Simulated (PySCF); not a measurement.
Question: Write Cartesian coordinates for `C=N[SiH2]C` as optimised with PBE0-D3(BJ)/def2-SVP.

Answer: 
```
atom  x, y, z in Å
C1     2.1903    0.2422    0.3096
N2     1.1457    0.5270   -0.3363
Si3   -0.2586   -0.5199   -0.5068
C4    -1.7548    0.3836    0.1581
H5     3.0268    0.9643    0.3752
H6     2.3579   -0.7176    0.8482
H7    -0.4181   -0.7994   -1.9650
H8    -0.0601   -1.8250    0.2163
H9    -1.6498    0.5724    1.2374
H10   -2.6707   -0.2062   -0.0014
H11   -1.8708    1.3521   -0.3512
```

Orientation and origin are arbitrary. Atoms count from 1 in this order. Si3 (SiH2 silicon) is tetrahedral (angles from 106.9° to 111.3°).

Bonds between heavy atoms (Å): C1=N2 1.261, N2–Si3 1.760, Si3–C4 1.870.

Computed, not measured: PBE0-D3(BJ)/def2-SVP geometry optimisation, gas phase (PySCF).

Point group: C1 (no symmetry element, even within 0.4 Å). Stationary, but not proved a minimum. The numbers are those of one conformer (C1–N2–Si3–C4 122°).

Hardware: an Arm Neoverse N1 with one thread, no GPU, shared host. Cost: 37 s of wall time, 0.39 GiB resident at most. This is the geometry optimisation.
